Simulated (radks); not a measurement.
Results of a calculation; reference values are marked as such.
Neutral zirconium, configuration [Kr] 4d2 5s2 (the NIST ground configuration).

Level of theory: scalar-relativistic Kohn-Sham, PBE, spin-polarised, spherical densities, finite nucleus; open shells are filled with parallel spins first (spin-orbit coupling, left out, can overturn this in heavy ions); Fermi nuclear charge, rms radius 4.2694 fm (a radial shooting solver on a logarithmic mesh with Libxc functionals).

Energy parts (eV):
part                       energy
total                  -97920.463
kinetic                100681.213
electron-nucleus      -235780.309
Hartree                 40278.493
exchange-correlation    -3099.859

Orbitals (lengths in bohr, moments of r in powers of bohr; <r^-3> diverges for s and p1/2; r(90%) holds 90 % of the orbital's charge):
orbital  occ.  eigenvalue (eV)  <r^-3>     <r^2>  r(90%)      <r>
1s up       1        -17824.49       -  0.001853  0.0664  0.03707
1s down     1        -17824.49       -  0.001853  0.0664  0.03707
2s up       1        -2469.694       -   0.03117   0.251   0.1626
2s down     1        -2469.552       -   0.03117   0.251   0.1626
2p up       3        -2202.340    2153   0.02455   0.231   0.1417
2p down     3        -2202.237    2154   0.02455   0.231   0.1417
3s up       1        -404.6348       -    0.2410   0.678   0.4585
3s down     1        -404.5582       -    0.2410   0.678   0.4585
3p up       3        -317.5355   346.2    0.2489   0.700   0.4621
3p down     3        -317.4506   346.1    0.2489   0.700   0.4621
3d up       5        -174.6084   45.04    0.2478   0.728   0.4526
3d down     5        -174.4757   45.03    0.2477   0.728   0.4525
4s up       1         -54.8117       -     1.676    1.77    1.216
4s down     1         -53.8634       -     1.662    1.77    1.210
4p up       3         -32.8522   44.63     2.163    2.04    1.372
4p down     3         -31.7463   45.41     2.144    2.03    1.366
4d up       2          -4.0585   2.423     6.351    3.72    2.259
4d down     0          -2.8984   2.317     7.213    4.02    2.378
5s up       1          -4.6995       -     15.35    5.44    3.667
5s down     1          -4.0473       -     16.79    5.72    3.828

The highest occupied level is 5s down at -4.047 eV. Spin moment in Bohr magnetons: 2. The spin density at the nucleus is -0.198 e/bohr^3 (1s 0.006, 2s -0.246, 3s 0.168, 4s -1.326, 5s 1.200).
